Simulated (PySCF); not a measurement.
H₄AlFS, singlet (PBE0/def2-SVP optimised geometry):

```
7

Al    -0.347     0.039     0.000
H      1.242     0.039     0.000
H     -1.242     1.354     0.000
F     -1.080    -1.354     0.603
S     -0.706    -0.627    -2.465
H     -0.377    -1.924    -2.270
H     -2.029    -0.874    -2.335
```

Calculation: PBE0/def2-TZVP run with PySCF 2.14.0.

Question: What are the frontier orbital energies and the dipole moment?

Answer: HOMO-2 -10.19 eV, HOMO-1 -8.89 eV, HOMO -8.03 eV, LUMO -0.71 eV, LUMO+1 -0.28 eV; dipole moment 3.51 D.

On the same geometry PBE/def2-TZVP in PySCF gives HOMO-2 -8.54 eV, HOMO-1 -7.54 eV, HOMO -6.71 eV, LUMO -1.72 eV, LUMO+1 -1.16 eV; dipole moment 3.47 D.

Meta-Löwdin charges at PBE0/def2-TZVP: Al1 0.64, H2 -0.17, H3 -0.17, F4 -0.58, S5 -0.01, H6 0.14, H7 0.14.
